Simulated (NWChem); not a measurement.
Molecule: germanium monoxide (GeO, singlet); SMILES [O]=[Ge]

```xyz
2

Ge     0.0000     0.0000     0.3391
O      0.0000     0.0000    -1.2845
```
Atoms are numbered in this order, from 1.

Low-valent species are run as closed-shell singlets; no triplet was tried in these runs. The geometry was optimised at PBE0/def2-SVP.

Problem. Give the principal values of the shielding tensors (ppm) of Ge1, O2 from LDA (Slater exchange, VWN5)/pcSseg-1, GIAO (NWChem), with their diamagnetic and paramagnetic parts as GIAO splits them.

Solution. 
| atom | σ11 | σ22 | σ33 | isotropic | diamagnetic | paramagnetic |
|---|---|---|---|---|---|---|
| Ge1 | -55.0 | -55.0 | 2759.1 | 883.0 | 2757.6 | -1874.6 |
| O2 | -846.3 | -846.3 | 416.4 | -425.4 | 403.7 | -829.1 |
